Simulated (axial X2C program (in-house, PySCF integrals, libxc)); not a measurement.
**Ionising LiHf**

Calculated with an in-house relativistic program for diatomic molecules, spin-free (one-electron X2C) or two-component (2c: spin–orbit coupling with atomic mean-field Coulomb and Gaunt terms, which also bring small scalar terms), in Dyall basis sets with cores contracted in-house; open shells are unrestricted.

Basis sets: Hf dyall-cv3z, Li dyall-cv3z.

```
Hamiltonian  level        LiHf state  Re (Å)  ωe (cm⁻¹)  De (eV)
  spin-free     HF  M_S = 3/2, Λ = 0   3.173      166.8     0.02
  spin-free   PBE0  M_S = 3/2, Λ = 0   2.842      243.8     0.62
         2c   PBE0           Ω = 3/2   2.860      240.0      n/a
```

Adiabatic ionisation energy (minimum to minimum, no zero-point term) and constants of LiHf⁺:

```json
{"Hamiltonian": "spin-free", "level": "HF", "LiHf⁺ state": "M_S = 1, Λ = 2", "IE (eV)": "4.23", "Re (Å)": "3.255", "ωe (cm⁻¹)": "193.5", "De (eV)": "1.13", "fragments": "Hf + Li+"}
{"Hamiltonian": "spin-free", "level": "PBE0", "LiHf⁺ state": "M_S = 1, Λ = 2", "IE (eV)": "5.04", "Re (Å)": "3.085", "ωe (cm⁻¹)": "267.0", "De (eV)": "1.16", "fragments": "Hf + Li+"}
{"Hamiltonian": "2c", "level": "PBE0", "LiHf⁺ state": "Ω = 1", "IE (eV)": "4.87", "Re (Å)": "3.079", "ωe (cm⁻¹)": "266.4", "De (eV)": "n/a", "fragments": "Hf + Li+"}
```

(1) Add the zero-point terms to the ionisation energy at PBE0, 2c, and say whether the electron removed was bonding.

Each entry is the lowest single determinant of a limited PBE0 search at one distance. De goes to single-determinant-based atoms at the same level (for ions the charge split of lowest energy) and is withheld (n/a) where an atom does not fit its ground term or J level. Main or longest-lived isotopes. One determinant is a doubtful description, or other states lie close, for LiHf, LiHf⁺; these need not be ground states, and all values refer to the states named. With several unpaired electrons the Ω given is that of one determinant, not necessarily of the lowest component. The functionals have no current term, which raises determinants with orbital currents.

## Answers

(1) IE0 = IE + (ωe⁺ − ωe)/2 = 4.87 + (0.002) = 4.87 eV. Re changes by 0.219 Å, so the bond lengthens, as on loss of a bonding electron.
